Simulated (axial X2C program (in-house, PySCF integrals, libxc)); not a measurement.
## What spin–orbit coupling does to GaAg

Calculated with an in-house relativistic program for diatomic molecules. Spin-free means the one-electron spin-free X2C Hamiltonian; two-component (2c) means X2C with spin–orbit coupling and atomic mean-field two-electron Coulomb and Gaunt terms, so the difference of the two also holds small scalar two-electron terms. Basis: Ag dyall-cv3z [12s12p8d5f3g], Ga dyall-cv3z [9s9p7d4f1g] (cores contracted in-house); Gaussian nuclei, density fitting, unrestricted open shells. Masses: Ag 106.905 u, Ga 68.926 u.

Spin-free state: M_S = 0, Λ = 0 (closed shell); fragments Ag + Ga.

| level | Re (Å) | ωe (cm⁻¹) | De (eV) | μ (D) |
| --- | --- | --- | --- | --- |
| PBE0 | 2.539 | 175.3 | 1.817 | 0.90 |
| MP2 | 2.493 | 189.8 | 1.912 | n/a |
| r2SCAN0 | 2.513 | 181.7 | 1.744 | 0.64 |

Correlated methods: 14 electrons correlated (number of frozen shells: Ag 4 s, 3 p, 1 d; Ga 3 s, 2 p, 1 d), 340 virtual spin orbitals or spinors in MP2.

Dipoles are positive if Ga is the positive end.

Two-component determinant lowest at the distance of the search:

Ω = 0 (closed shell); fragments Ag + Ga.

| level | Re (Å) | ωe (cm⁻¹) | De (eV) | μ (D) |
| --- | --- | --- | --- | --- |
| PBE0 | 2.539 | 175.1 | n/a | 0.90 |
| MP2 | 2.494 | 189.6 | 1.858 | n/a |
| r2SCAN0 | 2.514 | 181.6 | n/a | 0.64 |

Question: From the two tables, how do the constants change at the MP2 level (2c against spin-free)?

Answer: At the MP2 level Re increases by 0.001 Å and ωe doesn't move by more than 0.2 cm⁻¹; De changes by -0.054 eV.

Occupations by symmetry block were frozen at the best pattern of an incomplete PBE0 search. The closed shell is kept restricted, so the energy runs too high when the bond is stretched far. Dissociation energies refer to the lowest single-determinant-based atoms at the same level and basis. De is not given where an atomic determinant may have missed its ground term or J level, or where the truncated virtual space spoils (T). The functionals have no current-density term, which raises determinants with orbital currents, atoms included. With the outer-core shells frozen, correlated bond lengths of heavy atoms tend to come out a few hundredths of an ångström too long.
